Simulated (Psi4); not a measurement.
HGa (SMILES [GaH]), singlet, at a GFN2-xTB geometry (such geometries of metal compounds can be far from the true shape); B3LYP5/6-31G** (Psi4).

The Psi4 input:
```
memory 2 GB

molecule mol {
0 1
Ga   -0.000000   -0.000000   -0.059524
H     0.000000    0.000000    1.845233
}

set {
  basis 6-31g**
  reference rks
}

energy('b3lyp5')
print_variables()
```

The log (banner, timings and long lists left out):

```
   => Loading Basis Set <=

    Name: 6-31G**
    Role: ORBITAL
    Keyword: BASIS

         ---------------------------------------------------------
                                   SCF
               by Justin Turney, Rob Parrish, Andy Simmonett
                          and Daniel G. A. Smith
                              RKS Reference
         ---------------------------------------------------------

  ==> Geometry <==

    Molecular point group: c2v
    Full point group: C_inf_v

    Geometry (in Angstrom), charge = 0, multiplicity = 1:

       Center              X                  Y                   Z               Mass
    ------------   -----------------  -----------------  -----------------  -----------------
         GA           0.000000000000     0.000000000000    -0.027449856938    68.925573500000
         H            0.000000000000     0.000000000000     1.877307143062     1.007825032230

  Running in c2v symmetry.

  Rotational constants: A = ************  B =      4.67774  C =      4.67774 [cm^-1]
  Rotational constants: A = ************  B = 140235.23523  C = 140235.23523 [MHz]
  Nuclear repulsion =    8.612381280536049

  Charge       = 0
  Multiplicity = 1
  Electrons    = 32
  Nalpha       = 16
  Nbeta        = 16

  ==> Algorithm <==

  SCF Algorithm Type is DF.
  DIIS enabled.
  MOM disabled.
  Fractional occupation disabled.
  Guess Type is SAD.
  Energy threshold   = 1.00e-06
  Density threshold  = 1.00e-06
  Integral threshold = 1.00e-12

  ==> Primary Basis <==

  Basis Set: 6-31G**
    Blend: 6-31G**
    Number of shells: 15
    Number of basis functions: 40
    Number of Cartesian functions: 40
    Spherical Harmonics?: false
    Max angular momentum: 2

  ==> DFT Potential <==

   => LibXC <=

    Version 7.1.2
    S. Lehtola, C. Steigemann, M. J. T. Oliveira, and M. A. L. Marques,  SoftwareX 7, 1–5 (2018) (10.1016/j.softx.2017.11.002)

   => Composite Functional: B3LYP5 <=

    B3LYP5 Hyb-GGA Exchange-Correlation Functional

    P. J. Stephens, F. J. Devlin, C. F. Chabalowski, and M. J. Frisch,  J. Phys. Chem. 98, 11623 (1994) (10.1021/j100096a001)

    Deriv               =              1
    GGA                 =           TRUE
    Meta                =          FALSE

    Exchange Hybrid     =           TRUE
    MP2 Hybrid          =          FALSE

   => Exchange Functionals <=

    0.0800   Slater exchange
    0.7200         Becke 88

   => Exact (HF) Exchange <=

    0.2000               HF

   => Correlation Functionals <=

    0.1900   Vosko, Wilk & Nusair (VWN5)
    0.8100   Lee, Yang & Parr

   => LibXC Density Thresholds  <==

    XC_HYB_GGA_XC_B3LYP5:  1.00E-15

   => Molecular Quadrature <=

    Radial Scheme          =       TREUTLER
    Pruning Scheme         =           NONE
    Nuclear Scheme         =       TREUTLER

    Blocking Scheme        =         OCTREE
    BS radius alpha        =              1
    Pruning alpha          =              1
    Radial Points          =             75
    Spherical Points       =            302
    Total Points           =          43537
    Total Blocks           =            398
    Max Points             =            251
    Max Functions          =             40
    Weights Tolerance      =       1.00E-15

   => Loading Basis Set <=

    Name: (6-31G** AUX)
    Role: JKFIT
    Keyword: DF_BASIS_SCF

  ==> Integral Setup <==

  SCF_SUBTYPE=INCORE selected. In-core MEM_DF algorithm will be used.
  Using in-core AOs.

  ==> MemDFJK: Density-Fitted J/K Matrices <==

    J tasked:                   Yes
    K tasked:                   Yes
    wK tasked:                   No
    Algorithm:                 Core
    Schwarz Cutoff:           1E-12
    Mask sparsity (%):       0.0000
    Fitting Condition:        1E-10

   => Auxiliary Basis Set <=

  Basis Set: (6-31G** AUX)
    Blend: CC-PVDZ-JKFIT
    Number of shells: 56
    Number of basis functions: 234
    Number of Cartesian functions: 234
    Spherical Harmonics?: false
    Max angular momentum: 3

  Minimum eigenvalue in the overlap matrix is 6.8167035910E-04.
  Reciprocal condition number of the overlap matrix is 1.4286409072E-04.
    Using symmetric orthogonalization.

  ==> Pre-Iterations <==

  SCF Guess: Superposition of Atomic Densities via on-the-fly atomic UHF (no occupation information).

   -------------------------
    Irrep   Nso     Nmo
   -------------------------
     A1        21      21
     A2         3       3
     B1         8       8
     B2         8       8
   -------------------------
    Total      40      40
   -------------------------

  ==> Iterations <==

                           Total Energy        Delta E     RMS |[F,P]|

   @DF-RKS iter SAD: -1921.24335534238162   -1.92124e+03   0.00000e+00
   @DF-RKS iter   1: -1922.98614706605076   -1.74279e+00   1.30037e-01 ADIIS
   @DF-RKS iter   2: -1884.84101734701176    3.81451e+01   3.42764e-01 ADIIS
   @DF-RKS iter   3: -1923.23449416822950   -3.83935e+01   1.39577e-01 ADIIS
   @DF-RKS iter   4: -1924.95294032290167   -1.71845e+00   1.48685e-02 ADIIS/DIIS
   @DF-RKS iter   5: -1924.97242875686561   -1.94884e-02   2.83636e-03 ADIIS/DIIS
   @DF-RKS iter   6: -1924.97382268028491   -1.39392e-03   3.28370e-04 ADIIS/DIIS
   @DF-RKS iter   7: -1924.97385123675417   -2.85565e-05   1.97519e-05 DIIS
   @DF-RKS iter   8: -1924.97385134001752   -1.03263e-07   1.21413e-06 DIIS
   @DF-RKS iter   9: -1924.97385134079332   -7.75799e-10   1.15067e-07 DIIS
  Energy and wave function converged.

  ==> Post-Iterations <==

   Electrons on quadrature grid:
      Ntotal   =   31.9999986385 ; deviation = -1.362e-06

    Orbital Energies [Eh]
    ---------------------

    Doubly Occupied:

       1A1  -372.586301     2A1   -45.968916     1B2   -40.724935
       1B1   -40.724935     3A1   -40.722435     4A1    -5.524531
       2B1    -3.807841     2B2    -3.807841     5A1    -3.798748
       1A2    -0.821398     6A1    -0.821398     3B2    -0.813545
       3B1    -0.813545     7A1    -0.812027     8A1    -0.375075
       9A1    -0.210076

    Virtual:

       4B2    -0.072498     4B1    -0.072498    10A1     0.044422
      11A1     0.084948    12A1     0.143083     5B2     0.145462
       5B1     0.145462    13A1     0.418291     2A2     0.418291
       6B2     0.418693     6B1     0.418693    14A1     0.541575
      15A1     0.870445    16A1     1.025376     7B2     2.124301
       7B1     2.124301    17A1     2.412430     3A2     2.818706
      18A1     2.818706     8B2     2.851965     8B1     2.851965
      19A1     2.940209    20A1     3.255129    21A1    73.756864

    Final Occupation by Irrep:
             A1    A2    B1    B2
    DOCC [     9,    1,    3,    3 ]
    NA   [     9,    1,    3,    3 ]
    NB   [     9,    1,    3,    3 ]

  @DF-RKS Final Energy: -1924.97385134079332

   => Energetics <=

    Nuclear Repulsion Energy =              8.6123812805360487
    One-Electron Energy =               -2700.0169980590462728
    Two-Electron Energy =                 826.9117155978534583
    DFT Exchange-Correlation Energy =     -60.4809501601363237
    Empirical Dispersion Energy =           0.0000000000000000
    VV10 Nonlocal Energy =                  0.0000000000000000
    Total Energy =                      -1924.9738513407933169

Computation Completed

Properties will be evaluated at   0.000000,   0.000000,   0.000000 [a0]

Properties computed using the SCF density matrix

 Multipole Moments:

 ------------------------------------------------------------------------------------
     Multipole            Electronic (a.u.)      Nuclear  (a.u.)        Total (a.u.)
 ------------------------------------------------------------------------------------

 L = 1.  Multiply by 2.5417464519 to convert [e a0] to [Debye]
 Dipole X            :          0.0000000            0.0000000            0.0000000
 Dipole Y            :          0.0000000            0.0000000            0.0000000
 Dipole Z            :         -2.3488418            1.9395423           -0.4092995
 Magnitude           :                                                    0.4092995

 ------------------------------------------------------------------------------------

  Variable Map:
  ----------------------------------------------------------------------------
  "CURRENT ENERGY"              =>   -1924.973851340793
  "CURRENT REFERENCE ENERGY"    =>   -1924.973851340793
  "DD SOLVATION ENERGY"         =>       0.000000000000
  "DFT FUNCTIONAL TOTAL ENERGY" =>   -1924.973851340793
  "DFT TOTAL ENERGY"            =>   -1924.973851340793
  "DFT VV10 ENERGY"             =>       0.000000000000
  "DFT XC ENERGY"               =>     -60.480950160136
  "GRID ELECTRONS ALPHA"        =>      15.999999319235
  "GRID ELECTRONS BETA"         =>      15.999999319235
  "GRID ELECTRONS TOTAL"        =>      31.999998638471
  "NUCLEAR REPULSION ENERGY"    =>       8.612381280536
  "ONE-ELECTRON ENERGY"         =>   -2700.016998059046
  "PCM POLARIZATION ENERGY"     =>       0.000000000000
  "PE ENERGY"                   =>       0.000000000000
  "SCF ITERATION ENERGY"        =>   -1924.973851340793
  "SCF ITERATIONS"              =>       9.000000000000
  "SCF TOTAL ENERGY"            =>   -1924.973851340793
  "TWO-ELECTRON ENERGY"         =>     826.911715597853
  "XC GRID RADIAL POINTS"       =>      75.000000000000
  "XC GRID SPHERICAL POINTS"    =>     302.000000000000
  "XC GRID TOTAL POINTS"        =>   43537.000000000000

  Array Variable Map:
  ----------------------------------------------------------------------------
  "CURRENT DIPOLE"              =>       0.000000000000 ... -0.409299494774 1 by 3
  "SCF DIPOLE"                  =>       0.000000000000 ... -0.409299494774 1 by 3
  "SCF TOTAL ENERGIES"          =>   -1921.243355342382 ... -1924.973851340793 1 by 10
```
